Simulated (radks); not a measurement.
Spherical quantum dot in the effective-mass picture: electrons in a hard-walled sphere of radius 1.4, all in effective atomic units (hartree* = m*/eps^2 hartree, bohr* = eps/m* bohr), one dielectric constant everywhere. Calculated with a radial shooting solver with Libxc functionals: non-relativistic Kohn-Sham, PBE, spin-polarised, spherical densities. Levels are named by radial order and angular momentum (1s, 1p, 1d, 2s, ...), and open shells are averaged over m. Results are scaled to m* = 0.284 and eps = 16.1, for which hartree* = 29.81 meV and bohr* = 3 nm.

N = 7, configuration 1s2 1p(up 3, down 2). This is the lowest configuration that the search found. Occupied and some empty levels:

| level | occupation | eigenvalue (meV) | <r> (nm) |
|---|---|---|---|
| 1s up | 1 | 277.76 | 2.280 |
| 1s down | 1 | 280.02 | 2.276 |
| 1p up | 3 | 343.90 | 2.587 |
| 1p down | 2 | 346.39 | 2.587 |
| 1d up | 0 | 434.98 | 2.783 |
| 1d down | 0 | 437.51 | 2.784 |
| 2s up | 0 | 505.41 | 2.035 |
| 2s down | 0 | 506.89 | 2.035 |
| 1f up | 0 | 548.10 | 2.925 |
| 1f down | 0 | 550.61 | 2.925 |

Energy (meV): total 1546.65, kinetic 933.56, external 0, Hartree 788.55, exchange-correlation -175.47.
